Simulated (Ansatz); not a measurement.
`C[SiH2][SiH](F)F` + HCl → `F[SiH](F)Cl` + `C[SiH3]` at 500 K and 1 bar (cleavage of the Si–Si bond).

Program: Ansatz. Geometries: PBE0-D4/def2-TZVP. ΔE: electronic, gas phase. CCSD(T)/CBS is the MP2 limit (def2-TZVPP, def2-QZVPP) plus CCSD(T) − MP2 in def2-TZVPP, frozen cores. This one scheme is used for every species. One conformer a species, not always the lowest.

```json
{"species": "`C[SiH2][SiH](F)F`", "CCSD(T)/CBS energy (Eh)": "-819.54558", "H − E (kJ/mol)": "232.7", "S (J/(mol·K))": "444.0"}
{"species": "HCl", "CCSD(T)/CBS energy (Eh)": "-460.38127", "H − E (kJ/mol)": "32.5", "S (J/(mol·K))": "201.9"}
{"species": "`F[SiH](F)Cl`", "CCSD(T)/CBS energy (Eh)": "-949.23245", "H − E (kJ/mol)": "73.8", "S (J/(mol·K))": "338.6"}
{"species": "`C[SiH3]`", "CCSD(T)/CBS energy (Eh)": "-330.73916", "H − E (kJ/mol)": "189.7", "S (J/(mol·K))": "296.8"}
```

H − E and S are ideal-gas, rigid-rotor, harmonic terms from PBE0-D4/def2-TZVP, for one conformer and one mirror image of each species. 1 Eh = 2625.50 kJ/mol, R = 8.31446 J/(mol·K).

Task: By hand: ΔE, ΔH, ΔS and ΔG.

Result: ΔE = (-949.23245) + (-330.73916) − (-819.54558) − (-460.38127) = -0.04476 Eh = -117.5 kJ/mol. Δ(H − E) = 73.8 + 189.7 − 232.7 − 32.5 = -1.7, so ΔH = -119.2 kJ/mol. ΔS = 338.6 + 296.8 − 444.0 − 201.9 = -10.5 J/(mol·K). ΔG = -119.2 − 500 × (-10.5)/1000 = -114.0 kJ/mol.

Task: By hand: the equilibrium constant, and the temperature at which ΔG would vanish if ΔH and ΔS stayed fixed.

Result: log₁₀ K = −ΔG/(RT ln 10) = 11.9. ΔG = 0 at ΔH/ΔS = 11352 K, far beyond where these terms or the molecules hold.

The number of gas molecules stays the same, so ΔS is small and ΔH decides. A doubt of 5 kJ/mol in ΔE shifts log₁₀ K by 0.5 here. Other conformers and mirror images would add mixing entropy, several J/(mol·K) or more a flexible species. Modes under 60 cm⁻¹, often nearly free rotors, make the harmonic entropy too high. These are equilibria of isolated gas molecules and say nothing of rates. Largest T1 diagnostic: 0.012 (customary marks: 0.02 for closed shells, 0.045 for open ones).
